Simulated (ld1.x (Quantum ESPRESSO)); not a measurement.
**What one change does to a pseudopotential (Pb, TM)**

- Element: lead (Pb)
- Generator: ld1.x (Quantum ESPRESSO) 7.5
- Type: norm-conserving Troullier–Martins (Kleinman–Bylander form)
- Functional: PBEsol
- Relativity: scalar-relativistic
- Frozen core: [Xe] 4f14
- Valence charge: 14
- Reference configuration: 5d10 6s2 6p2
- Partial waves: 6p (bound): rc 2.00 bohr; 5d (bound): rc 1.40 bohr; 6s (bound): rc 2.10 bohr
- Local potential: the s channel
- Core correction: a·sin(br)/r model core, default radius (core density twice the valence density)

Change: wave 6p (bound): rc 2.00 bohr becomes 6p (bound): rc 1.52 bohr.

Cutoffs: the cutoffs (Ry, on a coarse ladder) from which the occupation-weighted sum of valence levels, in a spherical-Bessel basis at the reference potential, stays within 10 and 1 mRy of its value at 400 Ry; they do not see the model core or the augmentation charge, which bear on the density cutoff. Errors are all-electron minus pseudo energies relative to the spin-unpolarised reference configuration.

**Question.** How do hardness, ghosts and transferability respond?

**Answer.** The potential gets harder (55 Ry and 90 Ry → 160 Ry and 230 Ry); a bound ghost appears in p, which as a rule spoils a file; of the 7 tests that both files solve, the error grows in 5 and shrinks in 1 by more than 15 % and 0.3 meV (median size 13.9 → 54.6 meV); the range in which the p phases agree widens (upper end 3.6 → at the end of the scan). A smaller radius makes the pseudo-wave follow the all-electron one further in, where it bends more sharply, so more plane waves are needed.

```tsv
quantity	base	changed
cutoff, loose	55 Ry	160 Ry
cutoff, tight	90 Ry	230 Ry
loose cutoff by channel (10 mRy a level)	p 18 Ry, d 45 Ry, s 18 Ry	p 140 Ry, d 45 Ry, s 18 Ry
bound ghosts	none	p
error for 5d10 6s2 6p1, meV [ΔE 6.60 eV]	-2.7	-6.7
error for 5d10 6s2 6p0, meV [ΔE 20.04 eV]	-14	-39
error for 5d10 6s1 6p0, meV [ΔE 52.52 eV]	-45	-55
error for 5d10 6s1 6p3, meV [ΔE 8.77 eV]	-4.0	-27
error for 5d10 6s0 6p4, meV [ΔE 17.91 eV]	-11	-116
error for 5d9 6s2 6p2, meV [ΔE 27.16 eV]	-132	-122
error for 5d9 6s2 6p3, meV [ΔE 19.29 eV]	-161	-117
s: phases at 2.31 bohr within 0.05 rad from the reference energy up to (Ry; the scan ends near 5)	3.5	3.5
p: phases at 2.31 bohr within 0.05 rad from the reference energy up to (Ry; the scan ends near 5)	3.6	to the end of the scan
d: phases at 2.31 bohr within 0.05 rad from the reference energy up to (Ry; the scan ends near 5)	1.1	1.1
```

 A true bound ghost makes a file unfit for plane-wave use even where its test errors are small: the radial tests pick states by their node count and pass the ghost by.
